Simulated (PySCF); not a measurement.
Radial density of Kr (krypton, neutral)

B97-3, [Kr], closed-shell 1S. Calculation: PySCF 2.14, in def2-QZVPPD; the non-relativistic Hamiltonian (point nucleus).

| r (bohr) | 4πr²ρ (e/bohr) |
| --- | --- |
| 0.000630 | 0.1536 |
| 0.00106 | 0.4213 |
| 0.00178 | 1.132 |
| 0.00300 | 2.933 |
| 0.00504 | 7.163 |
| 0.00848 | 15.83 |
| 0.0143 | 29.64 |
| 0.0240 | 42.39 |
| 0.0404 | 41.70 |
| 0.0679 | 37.02 |
| 0.114 | 51.20 |
| 0.192 | 41.54 |
| 0.323 | 31.79 |
| 0.543 | 32.32 |
| 0.914 | 8.711 |
| 1.54 | 5.488 |
| 2.59 | 1.870 |
| 4.35 | 0.1186 |
| 7.31 | 0.0006132 |
